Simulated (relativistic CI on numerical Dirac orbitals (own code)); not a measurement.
# d5 in a ligand field

Computed with a parametric ligand-field model of a d^n configuration (Racah B and C, spin-orbit zeta, crystal field), exact diagonalisation.

Field parameters in Wybourne normalisation: Td as Oh with Dq negative (B⁴₀ = 21Dq, B⁴₄ = √(5/14) B⁴₀). The field is a parameter set, without covalency.

B = 640 cm⁻¹, C = 2520 cm⁻¹ (C/B = 3.94), Td, no spin-orbit coupling. Tanabe-Sugano data, E/B above the lowest term (Δ = |10Dq|; b, c mark the second and third term of a kind):

```
 Δ/B   6A1    4T1    4T2  4T1(b)    2T2    2A2
 1.0  0.00  29.52  29.67   34.72  42.31  42.39
 1.9  0.00  29.12  29.61   35.10  41.81  42.10
 2.8  0.00  28.57  29.51   35.60  41.01  41.68
 3.7  0.00  27.91  29.38   36.20  39.94  41.14
 4.6  0.00  27.20  29.21   36.82  38.70  40.53
 5.5  0.00  26.44  28.98   37.48  37.31  39.86
 6.4  0.00  25.66  28.71   38.14  35.83  39.14
 7.3  0.00  24.86  28.38   38.79  34.33  38.41
 8.2  0.00  24.04  28.00   39.43  32.75  37.63
 9.1  0.00  23.22  27.58   40.04  31.17  36.85
10.0  0.00  22.38  27.09   40.63  29.55  36.05
10.9  0.00  21.53  26.56   41.19  27.90  35.23
11.8  0.00  20.69  25.99   41.71  26.27  34.41
12.7  0.00  19.84  25.37   42.20  24.60  33.57
13.6  0.00  18.99  24.74   42.64  22.94  32.74
14.5  0.00  18.12  24.05   43.05  21.25  31.89
15.4  0.00  17.25  23.35   43.42  19.55  31.03
16.3  0.00  16.39  22.63   43.74  17.87  30.18
17.2  0.00  15.52  21.88   44.02  16.16  29.32
18.1  0.00  14.66  21.13   44.27  14.47  28.46
19.0  0.00  13.78  20.35   44.50  12.75  27.59
19.9  0.00  12.90  19.56   44.69  11.02  26.72
20.8  0.00  12.03  18.78   44.86   9.32  25.85
21.7  0.00  11.14  17.97   45.02   7.58  24.98
```

The ground term stays 6A1.
